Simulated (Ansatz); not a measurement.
Cartesian coordinates in Å:
```
C -1.395 -1.238 -0.346
C -0.312 -0.484 -0.488
F 0.381 -0.533 -1.634
C 0.218 0.421 0.505
C 1.297 1.184 0.388
F 2.091 1.270 -0.643
F 1.712 1.983 1.343
H -1.721 -1.889 -1.144
H -1.961 -1.205 0.574
H -0.311 0.491 1.445
```

Charge 0, multiplicity 1.

Task: List the B3LYP/def2-TZVPP orbital energies in eV (Ansatz). (Estimate.)

Result: Ansatz gave: Occupied: -673.24, -673.21, -672.14, -282.03, -279.70, -277.72, -276.97, -35.88, -34.18, -33.74, -22.83, -21.01, -18.34, -16.98, -16.28, -15.56, -15.04, -13.88, -13.33, -13.11, -12.84, -12.52, -11.99, -11.44, -10.70, -8.96, -6.74. Lowest empty: -1.14, 1.05, 1.67, 1.97, 2.21, 2.81, 3.29, 3.40.

B3LYP here is the variant with VWN-RPA as its local correlation; programs differ in this.
